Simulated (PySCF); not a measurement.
PySCF input for C3H5BF2, SMILES C=C(F)B(C)F, KT2/pcSseg-1. Geometry optimised at PBE0-D3(BJ)/def2-SVP. This is a generated structure with no PubChem entry under its InChIKey; it may be hypothetical. The values are those of a single conformer.

```python
import numpy as np
from pyscf import gto, scf, dft
from pyscf.prop.nmr import rks as nmr

mol = gto.M(
    atom='''
    C     1.91313498    0.44731953    0.11288363
    C     0.69399304    0.21953125   -0.38462087
    F     0.47885439    0.36436506   -1.70419127
    B    -0.55504513   -0.21789665    0.45773733
    C    -1.96869365   -0.43811388   -0.15740925
    F    -0.35591063   -0.36501661    1.76752662
    H     2.74838055    0.74922817   -0.52454909
    H     2.07895067    0.32863117    1.18465131
    H    -2.60102606   -1.09959651    0.45163891
    H    -2.46999822    0.54692075   -0.20209074
    H    -1.91818140   -0.80225771   -1.19347638
    ''',
    basis='pcSseg-1',
    charge=0,
    spin=0,
    max_memory=1600,
    verbose=3,
)
mf = dft.RKS(mol, xc='kt2')
mf.grids.level = 3
mf.conv_tol = 1e-10
mf.max_cycle = 100
mf.kernel()
n = nmr.NMR(mf)
n.verbose = 2
n.max_cycle_cphf = 60
sigma = n.kernel()
print('atom   isotropic/ppm   span/ppm')
for i, s in enumerate(sigma):
    w = np.linalg.eigvalsh((s + s.T) / 2)
    print(f'{mol.atom_symbol(i):2s}{i + 1:3d} {w.mean():14.3f} {w[2] - w[0]:11.3f}')
```

Program output:

```
converged SCF energy = -347.007541759341
atom   isotropic/ppm   span/ppm
C   1         76.830     185.408
C   2         14.454     150.732
F   3        264.861     240.151
B   4         54.715      82.822
C   5        181.065      30.031
F   6        198.173     419.788
H   7         25.833       6.177
H   8         25.710       5.234
H   9         30.720       9.747
H  10         30.695       9.257
H  11         30.095       9.009
```

The run converged.

Cost: around 17 core-seconds (rough).
